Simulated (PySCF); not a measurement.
Input for PySCF: R-HF/STO-3G on GeH3NO (SMILES [NH2][Ge][OH]), a point of a torsion scan.

```python
from pyscf import gto, scf, dft, mp
from pyscf.data.elements import chemcore

mol = gto.M(
    atom='''
    N    -1.05337420   -0.04827650    0.17182387
    Ge    0.40602637   -1.02058839    0.70180359
    O     1.63622899   -0.24948263   -0.32518597
    H    -1.98003095   -0.19365929    0.53992620
    H    -1.07820279    0.70314843   -0.50231442
    H     1.46283475    0.13719006   -1.17974138
    ''',
    basis='sto-3g',
    charge=0, spin=0, verbose=3, max_memory=1800)
mf = scf.RHF(mol)
mf.conv_tol = 1e-8
mf.max_cycle = 100
mf.kernel()
if not mf.converged:
    mf = mf.newton().run(mf.mo_coeff, mf.mo_occ)
```

Program output:

```
converged SCF energy = -2181.07337047323
```

The run converged.

Cost: about 0.29 core-seconds (a rough figure).
